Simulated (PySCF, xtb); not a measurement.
Si(H)2(F)(NHSiH3) (FH₆NSi₂), SMILES F[SiH2]N[SiH3].

GFN2-xTB in xtb at its own geometry gives an orbital gap of 5.32 eV and a dipole moment of 1.80 D.

The structure is a stationary point at PBE0-D3(BJ)/def2-SVP. One conformer was computed; it need not be the lowest.

Problem. What does ωB97X/def2-TZVP (PySCF) give? (An estimate is asked for; the answer gives what the named calculation found.)

Solution. gap 12.52 eV (levels -10.52 and 2.00 eV), dipole 1.80 D.
